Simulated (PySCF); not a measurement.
**Shieldings and the share of exact exchange**

Molecule: `O=C1COC[SiH2]1`, C$_{3}$H$_{6}$O$_{2}$Si.

Geometry:
| atom | x (Å) | y (Å) | z (Å) |
| --- | --- | --- | --- |
| O1 | -0.654 | -2.410 | -0.405 |
| C2 | -0.377 | -1.272 | -0.135 |
| C3 | -1.398 | -0.131 | -0.090 |
| O4 | -0.835 | 0.987 | 0.532 |
| C5 | 0.468 | 1.272 | 0.038 |
| Si6 | 1.336 | -0.412 | 0.229 |
| H7 | -1.713 | 0.082 | -1.135 |
| H8 | -2.290 | -0.440 | 0.476 |
| H9 | 0.877 | 2.093 | 0.642 |
| H10 | 0.435 | 1.613 | -1.018 |
| H11 | 1.805 | -0.644 | 1.625 |
| H12 | 2.388 | -0.766 | -0.765 |

GIAO shieldings (ppm, equivalent atoms averaged) in PySCF 2.14 on the PBE0-D3(BJ)/def2-SVP geometry, basis pcSseg-1, gas phase, non-relativistic:

| functional | exact exchange (%) | σ(O4) | σ(C3) | σ(C5) | σ(Si6) |
| --- | --- | --- | --- | --- | --- |
| BLYP | 0 | 292.3 | 90.6 | 111.4 | 408.7 |
| BP86 | 0 | 298.8 | 95.8 | 116.4 | 417.7 |
| PBE | 0 | 297.1 | 96.1 | 116.9 | 419.7 |
| B3LYP | 20 | 307.5 | 96.4 | 118.2 | 415.5 |
| mPW1PW91 | 25 | 314.3 | 102.1 | 124.0 | 425.1 |
| BHandHLYP | 50 | 326.0 | 104.5 | 127.0 | 428.0 |
| HF | 100 | 350.9 | 118.0 | 140.2 | 454.6 |

(1) Fit each shielding as a line in the percentage of exact exchange.

(2) What does the line predict for PBE0 (25 %), and what does the run give?

Results:

(1) σ(O4) = 297.0 + 0.55 x (rms 2.4 ppm); σ(C3) = 93.9 + 0.24 x (rms 2.1 ppm); σ(C5) = 115.0 + 0.25 x (rms 2.1 ppm); σ(Si6) = 413.6 + 0.38 x (rms 4.5 ppm). The functionals also differ in their semilocal parts, which the line can't hold; Hartree–Fock has no correlation at all.

(2) σ(O4): 310.8 predicted, 314.8 computed; σ(C3): 99.9 predicted, 102.8 computed; σ(C5): 121.2 predicted, 124.8 computed; σ(Si6): 423.1 predicted, 427.7 computed ppm.
